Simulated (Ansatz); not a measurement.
Ansatz results at the PBE0-D4/def2-TZVP geometry: LUMO energy (ωB97M-V/def2-TZVPP) 0.75 eV; HOMO energy (PBE0/def2-TZVPP) -7.38 eV; size of the dipole moment (PBE/def2-TZVPP) 2.49 D.

Each molecule was computed in one conformer, which needn't be the lowest.

Question: Which molecule gave them?
A. `CB[Se]CF`
B. `[SiH3][SiH2][CH2][SnH2][SnH2][GaH2]`
C. `C[Se]BCF`
D. `C/N=C/O`

Answer: C. The others give `[SiH3][SiH2][CH2][SnH2][SnH2][GaH2]`: 0.24, -6.96, 2.23; `C/N=C/O`: 2.78, -7.62, 0.63; `CB[Se]CF`: 0.91, -7.58, 1.37.
